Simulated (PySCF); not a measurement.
Bond curve of BI

Set-up: B cc-pVDZ, I cc-pVDZ-PP with ECP28; scalar-relativistic core potentials (PySCF 2.14). Energies in eV from B + I in their ground configurations at the same level. All curves are PBE0. state 1: ¹Σ⁺ (singlet), closed shell; state 2: ³Π (triplet), unpaired electrons σ ↑, π ↑, a second solution, started from another occupation.

| R (Å) | state 1 | state 2 |
| --- | --- | --- |
| 1.852 | -2.862 | -1.411 |
| 1.938 | -3.351 | -1.799 |
| 2.024 | -3.616 | -1.963 |
| 2.088 | -3.708 | -1.983 |
| 2.153 | -3.732 | -1.939 |
| 2.218 | -3.704 | -1.849 |
| 2.304 | -3.606 | -1.682 |
| 2.411 | -3.417 | -1.432 |
| 2.541 | -3.132 | -1.118 |
| 2.713 | -2.706 | -0.742 |

Task: Put a parabola through the three lowest points of the state 1 curve and estimate Re, k and ωe (reduced mass 10.13 u; 1 eV/Å² = 0.16022 mdyn/Å; ωe = 1302.8·√(k/μ) cm⁻¹).

Result: Through R = 2.088, 2.153, 2.218 Å the second-order coefficient is 6.15 eV/Å², so Re ≈ 2.150 Å, k ≈ 1.97 mdyn/Å and ωe ≈ 575 cm⁻¹. A polynomial fit of higher order to the unrounded PBE0 energies gives Re = 2.148 Å, k = 2.04 mdyn/Å, ωe = 585 cm⁻¹; anharmonicity and rounding make the difference.

The higher-order fit for each curve: state 1: Re = 2.148 Å, ωe = 585 cm⁻¹, De = 3.73 eV; state 2: Re = 2.073 Å, ωe = 661 cm⁻¹, minimum 1.98 eV below the ground-state fragments.

These are scalar-relativistic numbers at best; spin–orbit coupling would shift them, the dissociation energy most.
